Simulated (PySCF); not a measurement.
Problem. What does the GFN2-xTB structure of `C#C/C=C/C(=O)O` look like in three dimensions?

Solution. 
```xyz
11
C5H4O2 angstrom
C      3.166   -0.117   -0.168
C      2.006   -0.272    0.109
C      0.658   -0.465    0.442
C     -0.345    0.290   -0.024
C     -1.729    0.019    0.376
O     -2.090   -0.860    1.120
O     -2.591    0.879   -0.193
H      4.179    0.019   -0.409
H      0.437   -1.282    1.120
H     -0.189    1.116   -0.700
H     -3.497    0.677    0.086
```

Any rigid rotation of these coordinates is as good. Atoms count from 1 in this order. The 7 heavy atoms lie in one plane (0.000 Å rms). The C–O distances run from 1.207 Å (C5=O6, drawn double) to 1.344 Å (C5–O7, drawn single), a spread of 0.137 Å. The 4 C–C bonds span 1.203 Å (C1≡C2, drawn triple) to 1.467 Å (C4–C5, drawn single), a spread of 0.264 Å. Of the pairs four or more bonds apart, O6···H9 is among the closest relative to their van der Waals radii: 2.56 Å, 94 % of the sum of Bondi's values.

Bonds between heavy atoms (Å): C1≡C2 1.203, C2–C3 1.402, C3=C4 1.339, C4–C5 1.467, C5=O6 1.207, C5–O7 1.344.

Structure optimised with GFN2-xTB, isolated species.

Point group: Cs (tolerance 0.08 Å). Stationary, but not proved a minimum. The numbers are those of one conformer (C3–C4–C5–O6 0°, C4–C5–O7–H 180°).

All values are computed, not measured.
